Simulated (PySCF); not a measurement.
Gas-phase reaction: Ge(OH)4 + 2 H → GeO + 3 H2O, at 800 K and a standard pressure of 1 bar. Level: HF/6-31G*.

Energies from PySCF, thermal terms from the rigid-rotor harmonic-oscillator model, ideal gas at 1 bar. 6-31G* has spherical d functions here. Open shells (unrestricted): H (multiplicity 2); the rest are closed-shell singlets. Ge: all electrons, no relativistic terms. Ge(OH)4: computed as isolated molecules; such fragments, hydroxides, amides, oligomers or adducts are transient or little studied in the gas. The harmonic model lacks anharmonicity and excited electronic states, which grow with temperature; levels with a mode under 35 cm⁻¹ are left out. Internal rotation in Ge(OH)4 is treated as a harmonic vibration of one conformer, which makes the entropy rough.

| species | E (Ha) | H(800 K) − E (kJ/mol) | S°(800 K) (J/mol/K) |
|---|---|---|---|
| Ge(OH)4 | -2376.40343 | 250.2 | 484.5 |
| H | -0.49823 | 16.6 | 135.2 |
| GeO | -2149.39327 | 32.1 | 255.5 |
| H2O | -76.00933 | 87.7 | 222.6 |
E: electronic energy; H − E holds the zero-point and thermal terms. 1 Ha = 2625.5 kJ/mol.

### Question
Work out ΔH°, ΔS°, ΔG° and log10 K from these numbers.

### Answer
1. ΔE = 1×(-2149.39327) + 3×(-76.00933) − 1×(-2376.40343) − 2×(-0.49823) = -0.02137 Ha = -56.1 kJ.
2. Δ(H − E) = 1×(32.1) + 3×(87.7) − 1×(250.2) − 2×(16.6) = 11.8 kJ, so ΔH° = -44.3 kJ.
3. ΔS° = 1×(255.5) + 3×(222.6) − 1×(484.5) − 2×(135.2) = 168.4 J/K; the number of gas molecules changes by +1.
4. ΔG° = ΔH° − TΔS° = -44.3 − 800×(168.4)/1000 = -179.0 kJ.
5. log10 K = −ΔG°/(RT ln 10) = 11.68, with RT ln 10 = 15.32 kJ/mol; at standard pressures the products are favoured.
6. A shift of 10 kJ in ΔE would move log10 K by 0.65 here.
For scale, ΔH°(298 K) is -20 kJ at this level, -148 kJ at ωB97M-V/def2-TZVP†, and runs from -335 to -8 kJ over the 20 levels computed († marks an energy on the PBE0/def2-TZVP geometry).
